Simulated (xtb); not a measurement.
A run for xtb: GFN2-xTB on CH7GaO (a complex), monomers drawn apart or pushed together.

```
$ xtb mol.xyz --gfn 2 --sp --chrg 0 --uhf 0
10

Ga    -0.06008883    -0.85086794     0.70335088
H     -1.29184569     0.02847900     0.26727584
H     -0.34587416    -2.20267583     1.47657984
H      1.33152400    -0.68724886    -0.02212534
C     -0.36016449     0.41047962     3.88084628
O      0.52113779     0.45777438     2.74341057
H     -0.43227681    -0.60430258     4.27414249
H     -1.33475270     0.73030563     3.52203316
H     -0.00997290     1.09788554     4.65084670
H      1.41879055     0.22595184     3.00873705
```

The log:

```
[...]
           -------------------------------------------------
          |                Calculation Setup                |
           -------------------------------------------------



molecular fragmentation (1/2 indicates fragments):
1111222222
# atoms in fragment 1/2:     4     6
 fragment masses (1/2) :       72.75       32.04
CMA distance (Bohr)    :   5.511
constraining FC (au)   :  0.0500

           -------------------------------------------------
          |                 G F N 2 - x T B                 |
           -------------------------------------------------

        Reference                      10.1021/acs.jctc.8b01176
      * Hamiltonian:
        H0-scaling (s, p, d)           1.850000    2.230000    2.230000
        zeta-weighting                 0.500000
      * Dispersion:
        s8                             2.700000
        a1                             0.520000
        a2                             5.000000
        s9                             5.000000
      * Repulsion:
        kExp                           1.500000    1.000000
        rExp                           1.000000
      * Coulomb:
        alpha                          2.000000
        third order                    shell-resolved
        anisotropic                    true
        a3                             3.000000
        a5                             4.000000
        cn-shift                       1.200000
        cn-exp                         4.000000
        max-rad                        5.000000


          ...................................................
          :                      SETUP                      :
          :.................................................:
          :  # basis functions                  25          :
          :  # atomic orbitals                  24          :
          :  # shells                           14          :
          :  # electrons                        20          :
          :  max. iterations                   250          :
          :  Hamiltonian                  GFN2-xTB          :
          :  restarted?                      false          :
          :  GBSA solvation                  false          :
          :  PC potential                    false          :
          :  electronic temp.          300.0000000     K    :
          :  accuracy                    1.0000000          :
          :  -> integral cutoff          0.2500000E+02      :
          :  -> integral neglect         0.1000000E-07      :
          :  -> SCF convergence          0.1000000E-05 Eh   :
          :  -> wf. convergence          0.1000000E-03 e    :
          :  Broyden damping             0.4000000          :
          :  net charge                          0          :
          :  unpaired electrons                  0          :
          ...................................................

 iter      E             dE          RMSdq      gap      omega  full diag
   1    -10.9593604 -0.109594E+02  0.762E+00    6.41       0.0  T
   2    -11.0266308 -0.672704E-01  0.605E+00    6.90       1.0  T
   3    -11.0297858 -0.315492E-02  0.301E+00    6.65       1.0  T
   4    -11.0302171 -0.431312E-03  0.629E-01    6.60       1.0  T
   5    -11.0302562 -0.391064E-04  0.188E-01    6.61       1.0  T
   6    -11.0302691 -0.129089E-04  0.234E-02    6.62       1.4  T
   7    -11.0302700 -0.936208E-06  0.306E-02    6.62       1.0  T
   8    -11.0302705 -0.479726E-06  0.932E-03    6.62       3.4  T
   9    -11.0302706 -0.927489E-07  0.140E-03    6.62      22.6  T
  10    -11.0302706 -0.293980E-08  0.428E-04    6.62      73.9  T
  11    -11.0302706 -0.708429E-10  0.153E-04    6.62     207.0  T

   *** convergence criteria satisfied after 11 iterations ***

         #    Occupation            Energy/Eh            Energy/eV
      -------------------------------------------------------------
         1        2.0000           -0.7406093             -20.1530
       ...           ...                  ...                  ...
         4        2.0000           -0.5745674             -15.6348
         5        2.0000           -0.5669067             -15.4263
         6        2.0000           -0.5341055             -14.5337
         7        2.0000           -0.4993454             -13.5879
         8        2.0000           -0.4692773             -12.7697
         9        2.0000           -0.4038393             -10.9890
        10        2.0000           -0.4023548             -10.9486 (HOMO)
        11                         -0.1589901              -4.3263 (LUMO)
        12                         -0.1253779              -3.4117
        13                         -0.0875706              -2.3829
        14                         -0.0853748              -2.3232
        15                         -0.0277626              -0.7555
       ...                                ...                  ...
        24                          1.1155726              30.3563
      -------------------------------------------------------------
                  HL-Gap            0.2433647 Eh            6.6223 eV
             Fermi-level           -0.2806724 Eh           -7.6375 eV

 SCC (total)                   0 d,  0 h,  0 min,  0.009 sec
 SCC setup                      ...        0 min,  0.000 sec (  2.642%)
 Dispersion                     ...        0 min,  0.000 sec (  1.006%)
 classical contributions        ...        0 min,  0.000 sec (  0.649%)
 integral evaluation            ...        0 min,  0.001 sec ( 13.848%)
 iterations                     ...        0 min,  0.005 sec ( 53.778%)
 molecular gradient             ...        0 min,  0.002 sec ( 26.041%)
 printout                       ...        0 min,  0.000 sec (  1.757%)

         :::::::::::::::::::::::::::::::::::::::::::::::::::::
         ::                     SUMMARY                     ::
         :::::::::::::::::::::::::::::::::::::::::::::::::::::
         :: total energy             -10.947226105078 Eh    ::
         :: gradient norm              0.021570311840 Eh/a0 ::
         :: HOMO-LUMO gap              6.622291326295 eV    ::
         ::.................................................::
         :: SCC energy               -11.030267190016 Eh    ::
         :: -> isotropic ES            0.033019905391 Eh    ::
         :: -> anisotropic ES          0.004526625599 Eh    ::
         :: -> anisotropic XC          0.002109249476 Eh    ::
         :: -> dispersion             -0.004097242223 Eh    ::
         :: repulsion energy           0.083041084937 Eh    ::
         :: add. restraining           0.000000000000 Eh    ::
         :: total charge              -0.000000000000 e     ::
         :::::::::::::::::::::::::::::::::::::::::::::::::::::

           -------------------------------------------------
          |                Property Printout                |
           -------------------------------------------------

    * Orbital Energies and Occupations

         #    Occupation            Energy/Eh            Energy/eV
      -------------------------------------------------------------
         1        2.0000           -0.7406093             -20.1530
         2        2.0000           -0.6623316             -18.0230
         3        2.0000           -0.6151785             -16.7399
         4        2.0000           -0.5745674             -15.6348
         5        2.0000           -0.5669067             -15.4263
         6        2.0000           -0.5341055             -14.5337
         7        2.0000           -0.4993454             -13.5879
         8        2.0000           -0.4692773             -12.7697
         9        2.0000           -0.4038393             -10.9890
        10        2.0000           -0.4023548             -10.9486 (HOMO)
        11                         -0.1589901              -4.3263 (LUMO)
        12                         -0.1253779              -3.4117
        13                         -0.0875706              -2.3829
        14                         -0.0853748              -2.3232
        15                         -0.0277626              -0.7555
        16                         -0.0183333              -0.4989
        17                          0.0234548               0.6382
        18                          0.1115718               3.0360
        19                          0.1795468               4.8857
        20                          0.1867928               5.0829
        21                          0.2110210               5.7422
       ...                                ...                  ...
        24                          1.1155726              30.3563
      -------------------------------------------------------------
                  HL-Gap            0.2433647 Eh            6.6223 eV
             Fermi-level           -0.2806724 Eh           -7.6375 eV

     #   Z          covCN         q      C6AA      α(0)
     1  31 Ga       2.870     0.088   216.505    32.997
     2   1 H        0.898    -0.096     5.426     3.645
     3   1 H        0.896    -0.112     6.013     3.837
     4   1 H        0.897    -0.102     5.640     3.716
     5   6 C        3.621     0.024    20.624     6.548
     6   8 O        1.830    -0.340    19.685     5.992
     7   1 H        0.924     0.064     2.149     2.293
     8   1 H        0.925     0.089     1.890     2.150
     9   1 H        0.925     0.061     2.184     2.311
    10   1 H        0.805     0.323     0.656     1.272

 Mol. C6AA /au·bohr⁶  :       1253.345740
 Mol. C8AA /au·bohr⁸  :      57297.365705
 Mol. α(0) /au        :         64.760017


Wiberg/Mayer (AO) data.
largest (>0.10) Wiberg bond orders for each atom

 ---------------------------------------------------------------------------
     #   Z sym  total        # sym  WBO       # sym  WBO       # sym  WBO
 ---------------------------------------------------------------------------
     1  31 Ga   2.836 --     2 H    0.813     4 H    0.812     3 H    0.811
                             6 O    0.358
     2   1 H    0.991 --     1 Ga   0.813
     3   1 H    0.987 --     1 Ga   0.811
     4   1 H    0.990 --     1 Ga   0.812
     5   6 C    3.920 --     9 H    0.981     7 H    0.978     8 H    0.977
                             6 O    0.961
     6   8 O    2.237 --     5 C    0.961    10 H    0.876     1 Ga   0.358
     7   1 H    0.996 --     5 C    0.978
     8   1 H    0.992 --     5 C    0.977
     9   1 H    0.996 --     5 C    0.981
    10   1 H    0.896 --     6 O    0.876
 ---------------------------------------------------------------------------

Topologies differ in total number of bonds
Writing topology from bond orders to xtbtopo.mol

molecular dipole:
                 x           y           z       tot (Debye)
 q only:        0.277       0.489       1.658
   full:        0.424       0.425       1.646       4.453
molecular quadrupole (traceless):
                xx          xy          yy          xz          yz          zz
 q only:       -5.233      -0.191      -9.575       2.186       2.757      14.808
  q+dip:       -4.852      -0.351      -9.500       4.384       2.234      14.352
   full:       -5.809       0.211     -10.129       4.781       3.895      15.937


           -------------------------------------------------
          | TOTAL ENERGY              -10.947226105078 Eh   |
          | GRADIENT NORM               0.021570311840 Eh/α |
          | HOMO-LUMO GAP               6.622291326295 eV   |
           -------------------------------------------------

------------------------------------------------------------------------
------------------------------------------------------------------------
 total:
Note: The following floating-point exceptions are signalling: IEEE_UNDERFLOW_FLAG IEEE_DENORMAL
normal termination of xtb
 SCF:
```

The run finished.

Cost: very roughly 0.08 core-seconds.
